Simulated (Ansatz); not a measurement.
Single points on Li₇Al₃⁺.

```yaml
crystal:
  periodic: [false, false, false]
  atoms:
    - {symbol: Li, position_ang: [1.007636, -4.467384, 0.379304]}
    - {symbol: Li, position_ang: [1.804638, 0.606388, 1.294703]}
    - {symbol: Li, position_ang: [-1.280791, 0.098722, 1.850381]}
    - {symbol: Li, position_ang: [-1.316504, -2.418043, -0.932786]}
    - {symbol: Li, position_ang: [-1.623346, 2.220401, -1.801911]}
    - {symbol: Li, position_ang: [-0.734646, 4.994328, 0.094653]}
    - {symbol: Li, position_ang: [1.807764, -1.728137, -1.511989]}
    - {symbol: Al, position_ang: [-0.089607, 0.144974, -0.576273]}
    - {symbol: Al, position_ang: [-0.171793, 2.455570, 0.394451]}
    - {symbol: Al, position_ang: [0.596648, -1.906829, 0.809467]}
basis:
  gaussian: {orbitals: def2-TZVP, initial_orbitals: start.molden}
total_charge: 1
magnetization: {spin_polarized: true, initial_magnetization: 1}
hamiltonian: {xc: {name: r2SCAN0}, dispersion: d4}
scf: {omitted_lower_state_checks: [starts]}
output: {orbitals: {seedname: orbitals}}
```

The file start.molden holds the orbitals of an earlier run on this structure, at another level or in another basis.

```sh
$ ansatz run in.yaml --threads 4 --pin off --events-out ev --progress --plain --max-ram 4787MiB
```

It prints (some lines left out):

```
Functional definition: r2SCAN0
  name "r2SCAN0"
  cite "Bursch, Neugebauer, Ehlert & Grimme, J. Chem. Phys. 156, 134105 (2022) doi:10.1063/5.0086040"
  cite "Furness, Kaplan, Ning, Perdew & Sun, J. Phys. Chem. Lett. 11, 8208 (2020) doi:10.1021/acs.jpclett.0c02405"
  cite "Furness, Kaplan, Ning, Perdew & Sun, J. Phys. Chem. Lett. 11, 9248 (2020) doi:10.1021/acs.jpclett.0c03077"
  parent r2scan
  parameter a = 0.25
  parameter k0 = 0.174
  parameter k1 = 0.065
  parameter a1 = 4.9479
  exchange = (1 - a)*r2scan_x(k0 = k0, k1 = k1, a1 = a1) + a*exact_x
  correlation = r2scan_c
these checks for a lower state are left out or cut short: starts
1740 factors; their error is unknown
mean field evaluation 1: about -21217.3377 eV, gradient 6.0e0 eV
mean field evaluation 2: about -21217.4228 eV, gradient 1.2e-1 eV
mean field evaluation 4: about -21217.4327 eV, gradient 5.7e-1 eV
mean field evaluation 8: about -21217.4616 eV, gradient 9.1e-3 eV
mean field evaluation 16: about -21217.4616 eV, gradient 1.9e-5 eV
mean field -21217.46159875 eV, -779.7273320420 hartree, gradient 5.0e-6 eV, S^2 0.954169; 0 other end points of the search recorded, 0 dependent functions left out
reference -21217.46164385 eV, -779.7273336995 hartree; 30, 29 occupied and 179, 180 virtual orbitals, 1740 factors
Total energy: -21217.53495086 eV, -779.7300276822 hartree
Checks for a lower state left out: starts
```

It took 58 s on 4 threads of Arm Neoverse V1 on a shared host, peak host memory 1.4 GiB.

First input, but with `correlation: {method: mp2}` and without the key `hamiltonian` (abridged; 7.5 s):

```
Functional definition: HF
mean field -21165.01428084 eV, -777.7999286589 hartree, gradient 2.4e-6 eV, S^2 1.808273
15 core orbitals not correlated: weight in the atoms' cores, before any rotation towards them, 1.000 or more for the frozen orbitals, at most 0.000 for the correlated occupied ones
second order -13.79385126 eV of doubles, -0.00000000 eV of singles
Total energy: -21178.80813210 eV, -778.3068433429 hartree
Checks for a lower state left out: starts
```

First input, but with `hamiltonian: {xc: r2scan, dispersion: d4}` (abridged; 42 s):

```
Functional definition: r2SCAN
mean field -21218.10294238 eV, -779.7509009856 hartree, gradient 7.3e-6 eV, S^2 0.799342
Total energy: -21218.15785114 eV, -779.7529188456 hartree
Checks for a lower state left out: starts
```

Geometry: PBE0-D4/def2-SVP.

Correlated methods freeze 15 core orbitals; core or outer-core shells of Li are correlated, in sets that lack core-valence functions. At r2SCAN0-D4/def2-TZVP, MP2/def2-TZVP the charge 1 doublet is spin-contaminated (final ⟨S²⟩ up to 1.81, 0.75 for a pure state). Another isomer (doublet) lies 0.25 eV lower at PBE0-D4/def2-TZVP; other spin states weren't run for this one.
